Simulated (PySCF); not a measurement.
Ta(O)(OH)2(NH2) (H4NO3Ta), SMILES [OH][Ta]([NH2])([OH])=[O], multiplicity 1.

Geometry: B3LYP-D3(BJ)/def2-SVP. The spin state was assumed, not searched. The structure was generated by enumeration; whether it is a known compound was not checked. The def2 effective core potentials stand for the cores of Ta; spin–orbit coupling is left out. The values are those of a single conformer.

Two levels are set side by side: TDA-PBE/def2-SVPD (PySCF) and TDA-M06-2X/def2-SVPD (PySCF). Vertical, same geometry. The lowest singlet is HOMO→LUMO 99 % with PBE and HOMO→LUMO+1 84 % with the other functional; states are paired by order. Differences are taken from unrounded values.

```csv
quantity,TDA-M06-2X
lowest singlet excitation (eV),6.22
lowest triplet excitation (TDA) (eV),5.91
first bright state (f over 0.05) (eV),7.29
its oscillator strength,0.09
```

### Question
What does TDA-PBE give, and how far is it from TDA-M06-2X? (Estimate from the structure and the level; the computed values follow.)

### Answer

| quantity | TDA-PBE | TDA-PBE minus TDA-M06-2X |
|---|---|---|
| lowest singlet excitation (eV) | 5.17 | -1.05 |
| lowest triplet excitation (TDA) (eV) | 5.03 | -0.88 |
| first bright state (f over 0.05) (eV) | 6.37 | -0.92 |
| its oscillator strength | 0.05 | -0.04 |

A lower first singlet is the usual sign of a functional without exact exchange. Differences between two approximate levels are no errors against the true value.

Rough cost on one machine, each run with all the roots and properties that it gave: TDA-M06-2X against TDA-PBE about 10 times.
